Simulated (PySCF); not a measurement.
Species: bromopentafluoroethane, C2BrF5.
Cartesian coordinates in Å at the PBE0-D3(BJ)/def2-SVP level; atoms count from 1:
```
atom  x, y, z in Å
F1    -1.662    0.186   -0.659
C2    -0.611    0.515    0.078
F3    -0.194    1.716   -0.280
F4    -0.970    0.534    1.350
C5     0.505   -0.533   -0.153
F6     0.814   -0.543   -1.443
F7     0.040   -1.728    0.188
Br8    2.078   -0.125    0.890
```

Computed, not measured: core-valence-separated Tamm–Dancoff BHandHLYP/aug-pcX-1 (def2-SVPD on Br) in PySCF, non-relativistic, gas phase, PBE0-D3(BJ)/def2-SVP geometry. BHandHLYP without relativity tends to put these K edges a few eV too low, so spacings mean more than positions.

Q: Give energies, oscillator strengths and core holes at the F K edge.

A: 
```json
{"E (eV)": "686.39", "f": "0.0491", "core hole on": "F6/F7", "main final orbital": "LUMO (2 roots, f summed)"}
{"E (eV)": "686.74", "f": "0.0283", "core hole on": "F1", "main final orbital": "LUMO (47 %)"}
{"E (eV)": "687.25", "f": "0.0355", "core hole on": "F6/F7", "main final orbital": "LUMO (2 roots, f summed)"}
{"E (eV)": "687.48", "f": "0.0635", "core hole on": "F3/F4", "main final orbital": "spread (2 roots, f summed)"}
{"E (eV)": "687.87", "f": "0.0051", "core hole on": "F3/F4", "main final orbital": "LUMO (2 roots, f summed)"}
{"E (eV)": "688.45", "f": "0.0010", "core hole on": "F1", "main final orbital": "LUMO+1 (38 %)"}
{"E (eV)": "688.70", "f": "0.0153", "core hole on": "F6/F7", "main final orbital": "LUMO+1 (2 roots, f summed)"}
{"E (eV)": "688.72", "f": "0.0203", "core hole on": "F3/F4", "main final orbital": "LUMO+1 (2 roots, f summed)"}
{"E (eV)": "689.18", "f": "0.0089", "core hole on": "F1", "main final orbital": "LUMO+4 (74 %)"}
{"E (eV)": "689.23", "f": "0.0178", "core hole on": "F1", "main final orbital": "LUMO (37 %)"}
{"E (eV)": "689.31", "f": "0.0241", "core hole on": "F6/F7", "main final orbital": "LUMO+4 (2 roots, f summed)"}
{"E (eV)": "689.42", "f": "0.0197", "core hole on": "F3/F4", "main final orbital": "spread (2 roots, f summed)"}
{"E (eV)": "689.58", "f": "0.0092", "core hole on": "F1", "main final orbital": "LUMO+3 (75 %)"}
{"E (eV)": "689.67", "f": "0.0167", "core hole on": "F3/F4", "main final orbital": "LUMO+2 (2 roots, f summed)"}
```

The first line with a tenth or more of the strongest one's intensity is at 686.39 eV (f = 0.049, sum of 2), with the hole on F6/F7 (fluorine of a CF2 group). The strongest listed is at 687.48 eV (f = 0.063, sum of 2; F3/F4).

Q: List the carbon K-edge absorption lines.

A: 
```
E (eV)       f  core hole on  main final orbital
288.55  0.0742            C5         LUMO (83 %)
291.11  0.0786            C5      LUMO+11 (38 %)
291.94  0.0568            C2         LUMO (50 %)
292.17  0.0671            C5              spread
292.49  0.0868            C2      LUMO+11 (40 %)
293.58  0.0706            C2              spread
294.19  0.0076            C5       LUMO+1 (72 %)
294.21  0.0346            C2              spread
294.62  0.0124            C5       LUMO+3 (47 %)
294.83  0.0025            C5       LUMO+2 (70 %)
```

The first line with a tenth or more of the strongest one's intensity is at 288.55 eV (f = 0.074), with the hole on C5 (CF2 carbon). The strongest listed is at 292.49 eV (f = 0.087; C2).

Roots within 0.03 eV whose holes lie on the same, on equivalent or on shared atoms are summed into one line, and the highest roots are left out, as the search may have cut off their partners. Final orbitals are the ground state's empty Kohn–Sham orbitals.

Q: What are the wavelength and the wavenumber of the 689.42 eV line?

A: λ = 12398.42 eV Å/689.42 eV = 17.984 Å; 5.5605 × 10⁶ cm⁻¹.

The list ends where the root search ended, not at a threshold. The BHandHLYP/aug-pcX-1 (def2-SVPD on Br) calculation is non-relativistic and has no spin–orbit coupling, an omission that weighs most on bromine.
